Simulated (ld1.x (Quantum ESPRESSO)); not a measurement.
## Ranking RRKJ potentials for O (Z = 8)

All share these settings but for the change named:

ld1.x (Quantum ESPRESSO) 7.5 input, shortened:

```
&input
   title='O', zed=8., rel=1, dft='PW91', iswitch=3,
   config='[He] 2s2 2p3.5 3d-2'
 /
 &inputp
   pseudotype=2, tm=.false., lloc=-1, rcloc=0.95,
   nlcc=.true., rcore=0.40
 /
3
2S  1  0   2.00   0.00  0.65  0.65  0.0
2P  2  1   3.50   0.00  1.65  1.65  0.0
3D  3  2  -2.00  -0.05  1.75  1.75  0.0
 &test
   configts(1)='2s2 2p3.5'
 /
```

Test errors are all-electron minus pseudo excitation energies from the reference, over 2s2 2p4; 2s2 2p3; 2s2 2p2; 2s2 2p4.3; 2s1 2p4; 2s1 2p5; 2s2 2p0. None of these files shows a bound ghost.

The base gives 3766.8 meV.

Of 11 variants that were run, those that failed, showed a ghost or another fault, or gave nearly equal values are left out.

A variant can come out equal or close to the base, since the largest error may sit in a test that the change hardly touches while other tests move.

Problem. Rank these variants by their largest absolute test error, smallest first.
A. functional LDA (PZ)
B. wave 2p (bound): rc 1.65 bohr becomes 2p (bound): rc 1.02 bohr
C. all radii but the core radius scaled by about 1.06 (s 0.68, p 1.74, d 1.86 bohr); local potential all-electron potential smoothed inside 1.00 bohr (lloc = -1)

Solution. B (637.7 meV), A (3729.9 meV), C (4505.7 meV).
